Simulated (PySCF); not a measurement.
CH₈FNOSi₂, SMILES N[Si@@H](F)O[SiH2]C. Atoms are numbered in the order given.

```xyz
14

C     -2.1586     0.5498    -0.5121
Si    -1.4933    -0.9478     0.4043
O      0.1120    -0.6905     0.8841
Si     1.3390     0.1678     0.1767
N      1.3507    -0.1792    -1.5166
F      1.0676     1.7799     0.2680
H     -2.0494     1.4635     0.1060
H     -3.2299     0.4216    -0.7693
H     -1.5815     0.6983    -1.4469
H     -1.5441    -2.1729    -0.4717
H     -2.2742    -1.2224     1.6579
H      2.5683    -0.0969     0.9800
H      1.8530     0.4407    -2.1567
H      1.4106    -1.1513    -1.8294
```
Charge 0, spin multiplicity 1.

Geometry optimised at PBE-D3(BJ)/def2-SVP. The structure was generated by enumeration; whether it is a known compound was not checked. Other conformers were not sampled.

All values below come from PySCF with PBE/def2-TZVP.

ESP charges are fitted to the potential on shells at 1.4 to 2.0 van der Waals radii. Atomic charges (e):

| atom | Mulliken | meta-Löwdin | ESP fit |
|---|---|---|---|
| C1 | -0.47 | ___ | -0.75 |
| Si2 | 0.33 | 0.82 | 0.67 |
| O3 | -0.35 | -0.79 | -0.46 |
| Si4 | 0.60 | 1.25 | 0.76 |
| N5 | -0.57 | ___ | -0.95 |
| F6 | -0.30 | -0.49 | -0.26 |
| H7 | 0.14 | ___ | 0.21 |
| H8 | 0.13 | ___ | 0.19 |
| H9 | 0.15 | ___ | 0.21 |
| H10 | -0.05 | ___ | -0.13 |
| H11 | -0.04 | ___ | -0.13 |
| H12 | -0.05 | -0.13 | -0.12 |
| H13 | 0.24 | ___ | 0.38 |
| H14 | 0.24 | ___ | 0.38 |

### Question
Complete the blanks. (Estimate from the structure and the level; the computed values follow.)

### Answer

- C1, meta-Löwdin: -0.61
- N5, meta-Löwdin: -0.74
- H7, meta-Löwdin: 0.14
- H8, meta-Löwdin: 0.13
- H9, meta-Löwdin: 0.14
- H10, meta-Löwdin: -0.11
- H11, meta-Löwdin: -0.10
- H13, meta-Löwdin: 0.24
- H14, meta-Löwdin: 0.24

Computed Mayer and Wiberg (Löwdin basis) orders of the bonds:
| bond | Mayer | Wiberg |
|---|---|---|
| C1–Si2 | 1.01 | 1.26 |
| Si2–O3 | 1.10 | 1.48 |
| O3–Si4 | 1.22 | 1.60 |
| Si4–N5 | 1.17 | 1.53 |
| Si4–F6 | 1.12 | 1.68 |
| C1–H7 | 0.94 | 0.90 |
| C1–H8 | 0.94 | 0.90 |
| C1–H9 | 0.94 | 0.89 |
| Si2–H10 | 0.93 | 0.93 |
| Si2–H11 | 0.94 | 0.93 |
| Si4–H12 | 0.92 | 0.91 |
| N5–H13 | 0.91 | 0.95 |
| N5–H14 | 0.91 | 0.95 |
